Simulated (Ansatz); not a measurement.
One change: `C[O][Mo](=[O])([OH])=[S]` becomes `C[O][Mo](=[O])([F])=[S]`.

Ansatz, PBE0-D4/def2-TZVP geometries, multiplicity 1. Each molecule was computed in one conformer, which needn't be the lowest.

Elements past krypton have def2 core potentials.

```
                                                                                  property  `C[O][Mo](=[O])([OH])=[S]`
                                                         HOMO energy (PBE/def2-TZVPP) / eV                       -6.31
                                                       LUMO energy (B3LYP/def2-TZVPP) / eV                       -2.79
ideal-gas entropy at 298 K and 1 bar (rigid rotor, harmonic PBE0-D4/def2-TZVP) / J/(mol·K)                         396
                                            zero-point energy (PBE0-D4/def2-TZVP) / kJ/mol                       158.2
                                                         LUMO energy (PBE/def2-TZVPP) / eV                       -3.26
                                                     HOMO–LUMO gap (B3LYP/def2-TZVPP) / eV                        4.53
```

**Question.** Give the same properties after the change, and the shifts. (Estimate.)

**Answer.** The calculation gave: 
```tsv
property	`C[O][Mo](=[O])([F])=[S]`	shift
HOMO energy (PBE/def2-TZVPP) / eV	-6.67	-0.36
LUMO energy (B3LYP/def2-TZVPP) / eV	-3.18	-0.39
ideal-gas entropy at 298 K and 1 bar (rigid rotor, harmonic PBE0-D4/def2-TZVP) / J/(mol·K)	386	-10
zero-point energy (PBE0-D4/def2-TZVP) / kJ/mol	129.6	-28.6
LUMO energy (PBE/def2-TZVPP) / eV	-3.64	-0.38
HOMO–LUMO gap (B3LYP/def2-TZVPP) / eV	4.52	-0.01
```

The zero-point energy changes by -28.6 kJ/mol with -3 modes. Modes under 60 cm⁻¹, often nearly free rotors, make the harmonic entropy too high.

B3LYP here is the variant with VWN-RPA as its local correlation; programs differ in this.
